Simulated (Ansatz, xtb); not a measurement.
The molecule IrCl, multiplicity 3 (lowest of 2S+1 = 1, 3, 5 at CCSD(T)/def2-TZVPP on PBE0 minima; our sources give no spin for the ground state, which may be another). No spin–orbit coupling.

The constants come from a fifth-degree fit in 1/R (seven points, main isotopes). Runs in def2 and cc sets follow the lowest solution found near the PBE0 minimum.

Correlated levels freeze the inner cores; with def2 sets outer-core shells near the valence are correlated too.

Codes used: Ansatz (an electronic-structure program) with Gaussian orbitals; xtb for the GFN methods. Each number belongs to the level named beside it. In def2 rows elements past Kr take small-core potentials, without spin–orbit coupling. The GFN methods have no spin term and hold the electronic entropy of 300 K.

```json
[
 {"level": "GFN2-xTB", "r_e (Å)": "2.143", "ω_e (cm⁻¹)": "353", "ω_e x_e (cm⁻¹)": "0.47", "dipole (D)": "-"},
 {"level": "B97M-V/def2-TZVPP", "r_e (Å)": "2.175", "ω_e (cm⁻¹)": "393", "ω_e x_e (cm⁻¹)": "1.4", "dipole (D)": "2.92"},
 {"level": "B3LYP/def2-TZVPP", "r_e (Å)": "2.179", "ω_e (cm⁻¹)": "389", "ω_e x_e (cm⁻¹)": "1.3", "dipole (D)": "2.82"},
 {"level": "BHLYP/def2-TZVPP", "r_e (Å)": "2.196", "ω_e (cm⁻¹)": "386", "ω_e x_e (cm⁻¹)": "1.3", "dipole (D)": "3.78"},
 {"level": "CAM-B3LYP/def2-TZVPP", "r_e (Å)": "2.176", "ω_e (cm⁻¹)": "396", "ω_e x_e (cm⁻¹)": "1.2", "dipole (D)": "3.29"},
 {"level": "wB97X-V/def2-TZVPP", "r_e (Å)": "2.172", "ω_e (cm⁻¹)": "399", "ω_e x_e (cm⁻¹)": "1.2", "dipole (D)": "3.57"},
 {"level": "wB97M-V/def2-TZVPP", "r_e (Å)": "2.182", "ω_e (cm⁻¹)": "?", "ω_e x_e (cm⁻¹)": "1.2", "dipole (D)": "3.51"},
 {"level": "CCSD(T)/def2-TZVPP", "r_e (Å)": "?", "ω_e (cm⁻¹)": "?", "ω_e x_e (cm⁻¹)": "1.2", "dipole (D)": "-"}
]
```

Q: Fill in the missing entries.

A: 
- CCSD(T)/def2-TZVPP, r_e (Å): 2.168
- CCSD(T)/def2-TZVPP, ω_e (cm⁻¹): 405
- wB97M-V/def2-TZVPP, ω_e (cm⁻¹): 395
